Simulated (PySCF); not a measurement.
Compound: C₂H₃Ga.
Atom-mapped SMILES: `[CH:1]#[C:2][GaH2:3]` (hydrogens: H4 on C1; H5, H6 on Ga3)

Computed with EOM-EE-CCSD/aug-cc-pVDZ in PySCF, restricted Hartree–Fock reference, frozen core, non-relativistic, gas phase, PBE0-D3(BJ)/def2-SVP geometry.

Q: What does EOM-EE-CCSD give for the lowest vertical excitations?

A: 
```json
{"state": "singlet 1", "E (eV)": "5.07", "cm⁻¹": "40890", "main singles (HF orbitals, share of the singles part)": "HOMO→LUMO 52 %, HOMO→LUMO+5 30 %"}
{"state": "singlet 2", "E (eV)": "6.05", "cm⁻¹": "48800", "main singles (HF orbitals, share of the singles part)": "HOMO-1→LUMO 51 %, HOMO-1→LUMO+5 29 %"}
{"state": "singlet 3", "E (eV)": "6.12", "cm⁻¹": "49360", "main singles (HF orbitals, share of the singles part)": "HOMO-2→LUMO 52 %, HOMO-2→LUMO+5 27 %"}
{"state": "singlet 4", "E (eV)": "6.61", "cm⁻¹": "53310", "main singles (HF orbitals, share of the singles part)": "HOMO-3→LUMO 60 %, HOMO-3→LUMO+5 31 %"}
{"state": "triplet 1", "E (eV)": "4.69", "cm⁻¹": "37830", "main singles (HF orbitals, share of the singles part)": "HOMO-1→LUMO 30 %, HOMO-1→LUMO+5 27 %, HOMO-1→LUMO+17 9 %"}
{"state": "triplet 2", "E (eV)": "4.82", "cm⁻¹": "38880", "main singles (HF orbitals, share of the singles part)": "HOMO→LUMO 48 %, HOMO→LUMO+5 29 %"}
```

Q: What is the vertical gap between the lowest excited singlet and the lowest triplet?

A: 5.07 − 4.69 = 0.38 eV (37 kJ/mol).

The first EOM-IP-CCSD ionisation energy is 10.48 eV, 3.87 eV above the highest singlet listed and 5.41 eV above the lowest.

T1 diagnostic 0.011. EOM-CCSD puts states of mainly double-excitation character too high. An iterative search for so few roots can pass over a low state.
